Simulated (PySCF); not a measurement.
Calculation: PySCF with TPSSh-D3(BJ)/def2-TZVP // B3LYP-D3(BJ)/def2-TZVP. Isolated molecules, 0 K electronic values unless said otherwise. One relaxed conformer stands for a flexible species; it need not be the lowest. Excitations are Tamm–Dancoff values on a coarser integration grid. The basis has no diffuse functions, so Rydberg states are missing or too high.

Reference species (SMILES): `[SiH2]=CO[SiH3]` (Si–C–O–Si torsion 0°) (neutral, multiplicity 1).

The S1 oscillator strength comes out as 0.001. The T1 excitation (TDA) comes out as 2.36 eV and the S1–T1 gap (TDA) is 2.07 eV.

After one change: the S1 oscillator strength hardly moves; the T1 excitation (TDA) rises by 1.98 eV; the S1–T1 gap (TDA) drops by 1.13 eV.

**Question.** What was changed between the two runs? The new species is one of these.
A. `OC[SiH]=[SiH2]` (H–O–C–Si torsion -173°, O–C–Si–Si torsion -106°)
B. `[SiH3][Si@@H]1CO1`
C. `CO[SiH]=[SiH2]` (C–O–Si–Si torsion 142°)
D. `C/[SiH]=[SiH]\O` (Si–Si–O–H torsion 132°)

**Answer.** B, `[SiH3][Si@@H]1CO1`
